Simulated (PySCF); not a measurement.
## Spin-rotation constants: SMILES C=C(CC=O)C(=O)O, C$_{5}$H$_{6}$O$_{3}$

Geometry (Å), atoms numbered from 1 in this order:
```xyz
14

C     0.064    1.618   -0.683
C     0.189    0.474   -0.017
C    -0.788    0.008    1.025
C    -1.681   -1.062    0.443
O    -2.874   -0.996    0.381
C     1.322   -0.454   -0.269
O     1.511   -1.471    0.352
O     2.132   -0.061   -1.259
H    -0.758    2.289   -0.499
H     0.783    1.913   -1.426
H    -0.232   -0.453    1.847
H    -1.394    0.836    1.390
H    -1.123   -1.936    0.064
H     2.848   -0.706   -1.372
```

Theory: PySCF 2.14.0, GIAO BLYP/cc-pVDZ magnetisability, rotational g tensor and spin-rotation constants, non-relativistic, gas phase. Geometry: GFN2-xTB.

Give the nuclear spin-rotation constants along the inertial axes (H = +C I·J) beside the isotropic shieldings.

Rotational constants 3.6621, 1.3549, 1.1082 GHz. A star marks the isotopologue with that one atom substituted, in its own axes.
```tsv
atom	isotope	Caa (kHz)	Cbb (kHz)	Ccc (kHz)	mean (kHz)	σ (ppm)
H9	1H	-0.063	0.006	-0.125	-0.061	26.0
H10	1H	0.170	-0.101	-0.095	-0.009	25.4
H11	1H	-0.351	-0.056	-0.021	-0.143	27.7
H12	1H	-0.233	-0.041	-0.095	-0.123	29.1
H13	1H	-0.089	0.036	-0.052	-0.035	21.8
H14	1H	-0.102	-0.016	-0.156	-0.091	26.5
C1	13C*	1.419	0.441	0.182	0.680	67.9
C2	13C*	1.505	0.433	0.211	0.716	60.3
C3	13C*	0.752	0.254	0.194	0.400	137.5
C4	13C*	1.495	0.524	0.405	0.808	6.2
O5	17O*	-3.265	-0.552	-0.428	-1.415	-291.7
C6	13C*	1.640	0.417	0.302	0.786	35.0
O7	17O*	-1.483	-0.743	-0.185	-0.804	-60.3
O8	17O*	-0.566	-0.388	-0.177	-0.377	150.3
```
For the geometry as given, no vibrational averaging.
